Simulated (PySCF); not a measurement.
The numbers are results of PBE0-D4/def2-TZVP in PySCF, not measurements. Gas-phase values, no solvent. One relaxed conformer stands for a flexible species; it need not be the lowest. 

Reference species (SMILES): `B` (neutral, multiplicity 1).

```yaml
HOMO–LUMO gap: 7.97 eV
HOMO: -9.92 eV
```

Changed species: `B(O)(O)O` (3 of 3 H replaced by OH; the reference has 0 of 3 H replaced by OH).

Give the shifts of the HOMO–LUMO gap and HOMO.

the HOMO–LUMO gap goes up by 1.34 eV, to 9.31 eV; the HOMO increases by 0.74 eV, to -9.18 eV.
